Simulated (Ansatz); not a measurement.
H10N2Si3 (`N[Si](N)([SiH3])[SiH3]`) at its PBE0-D4/def2-TZVP geometry, where that method's forces vanish. Total charge 0; spin multiplicity 1.

```xyz
15

N    -0.0790   -1.8992    0.5898
Si   -0.2934   -0.2633    0.0999
N    -1.9863    0.0471    0.1131
Si    0.6365    1.3669    1.5243
Si    0.7630   -0.1117   -2.0005
H     0.7380   -2.4146    0.3063
H    -0.4178   -2.2072    1.4883
H    -2.3329    0.9842    0.2365
H    -2.6068   -0.5047   -0.4593
H     0.2836    1.1096    2.9503
H     0.1681    2.7412    1.1801
H     2.1223    1.3531    1.4108
H     2.1499   -0.6613   -1.9675
H     0.0039   -0.8545   -3.0477
H     0.8509    1.3144   -2.4244
```

Question: What forces (eV/Å) does r2SCAN-D4/def2-TZVPP give on these atoms in Ansatz? (An estimate is asked.)

Answer: Ansatz gave: 
```
N1  -0.030 -0.032 -0.039
Si2  0.055  0.052 -0.020
N3  -0.018 -0.011  0.055
Si4  0.008  0.023  0.008
Si5  0.021  0.000 -0.020
H6   0.020 -0.025  0.021
H7   0.013 -0.024  0.032
H8  -0.030  0.016 -0.017
H9  -0.033  0.006 -0.025
H10  0.010  0.009 -0.016
H11  0.012 -0.014  0.014
H12 -0.026  0.005  0.008
H13 -0.018  0.010 -0.013
H14  0.015  0.013  0.010
H15  0.000 -0.029  0.002
```
